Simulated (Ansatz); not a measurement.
Cost and result for the atomization energy of `[CH3][Al]([SH])[SH]` (9 atoms, 8 bonds).

```xyz
9

C    -1.006    0.101    0.711
Al    0.575   -0.047   -0.410
S     2.003   -1.689   -0.211
S     1.090    1.384   -1.977
H    -0.734    0.082    1.770
H    -1.681   -0.742    0.535
H    -1.562    1.022    0.522
H     1.310   -2.252    0.795
H     0.007    2.142   -1.734
```

The species carries charge 0 and has multiplicity 1. The geometry is a stationary point of PBE0-D4/def2-TZVP. It is one conformer, not always the lowest. Program: Ansatz. Hardware: A = 2 threads of an AMD EPYC 7R13 on a shared host; B = 2 threads of an AMD EPYC 7R13 on a shared host and a share of an NVIDIA H100 80 GB. Times are those of one run each, without the atoms' runs, and a repeat can differ threefold. Electronic energies, without spin–orbit coupling; frozen cores. CCSD(T)/CBS extrapolates def2-TZVPP and def2-QZVPP, and its time is that of the two runs behind it. T1 = 0.011. B3LYP takes the VWN-RPA correlation (the form of Gaussian; ORCA's B3LYP/G).

CCSD(T)/CBS is a level of theory with its own doubt, some kJ/mol a heavy atom from the limit and from the frozen cores, so smaller differences don't rank the functionals.

```tsv
level	functions	wall time	atomization (kcal/mol)	difference from CCSD(T)/CBS	per bond
CCSD(T)/def2-TZVPP [B]	227	2.9 s	697.0	-20.7	-2.6
PBE-D4/def2-TZVPP (with forces) [A]	227	3.2 s	721.3	3.6	0.4
PBE0-D4/def2-TZVPP [A]	227	4 s	714.5	-3.2	-0.4
r2SCAN-D4/def2-TZVPP (with forces) [A]	227	6 s	720.6	2.9	0.4
B3LYP-D4/def2-TZVPP (with forces) [A]	227	6.5 s	711.4	-6.3	-0.8
B2PLYP/def2-TZVPP [A]	227	6.5 s	704.0	-13.7	-1.7
ωB97X-V/def2-TZVPP [A]	227	9 s	719.5	1.8	0.2
ωB97M-V/def2-TZVPP (with forces) [A]	227	13 s	720.4	2.7	0.3
CCSD(T)/def2-QZVPP [B]	417	17 s	709.1	-8.6	-1.1
CCSD(T)/CBS(def2)	–	20 s	717.7	0.0	0.0
```

The D4 term adds +7.7 kcal/mol with B3LYP and +4.1 kcal/mol with PBE0; it sums over pairs of atoms, weighted by their polarisabilities, and B3LYP, whose exchange is more repulsive, gets the larger term. In def2-TZVPP, CCSD(T) changes the Hartree–Fock value by +165.7 kcal/mol (the triples alone add +10.3 kcal/mol) and MP2 by +172.6 kcal/mol; breaking electron pairs costs correlation energy, which Hartree–Fock lacks. From PBE to PBE0 (25 % exact exchange), in def2-TZVPP and without D4, the atomization energy moves by −6.1 kcal/mol: exact exchange takes away binding that semilocal exchange gives to molecules.
